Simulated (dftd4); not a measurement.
HClSi, charge +1, doublet, geometry from GFN2-xTB (a state made from the parent by changing its charge; the spin is typed, not shown lowest); dftd4 with D4 for tpss.

Input for dftd4:
```
$ dftd4 mol.xyz --func tpss --charge 1 --json dftd4.json --noedisp --grad

# file mol.xyz
3

Si     0.86135093    -0.21951955     0.44274278
H      2.20871354    -0.51186238    -0.05259738
Cl    -0.83927215     0.21089035    -0.36151774
```

Question: Predict the main parts of the log of this dftd4 run.

Answer: 
```
                    ____  _____ _____     ____  _  _
      -------------|  _ \|  ___|_   _|---|  _ \| || |------------
     |             | | | | |_    | | ___ | | | | || |_           |
     |             | |_| |  _|   | ||___|| |_| |__   _|          |
     |             |____/|_|     |_|     |____/   |_|            |
     |             ===================================           |
     |            E. Caldeweyher, S. Ehlert & S. Grimme          |
     |          Mulliken Center for Theoretical Chemistry        |
     |                    University of Bonn                     |
      -----------------------------------------------------------

Rational (Becke-Johnson) damping: tpss-D4-ATM
---------------------
  s6         1.0000
  s8         1.7660
  s9         1.0000
  a1         0.4282
  a2         4.5426
 alp        16.0000
--------------------

Dispersion energy:      -2.0393184635641E-03 Eh

Gradient norm:           9.7349323656643E-05 Eh/a0
--------------------------------------------------
     #    Z           dE/dx      dE/dy      dE/dz
--------------------------------------------------
     1   14 Si   -1.024E-05  2.050E-06  7.782E-06
     2    1 H     7.110E-05 -1.656E-05  1.614E-07
     3   17 Cl   -6.086E-05  1.451E-05 -7.944E-06
--------------------------------------------------

Virial:
--------------------------------------------------
      component           x          y          z
--------------------------------------------------
          x       3.766E-04 -8.878E-05  2.594E-05
          y      -8.878E-05  2.095E-05 -6.550E-06
          z       2.594E-05 -6.550E-06  1.192E-05
--------------------------------------------------

[Info] Dispersion results written to 'dftd4.txt'
[Info] JSON dump of results written to 'dftd4.json'
```
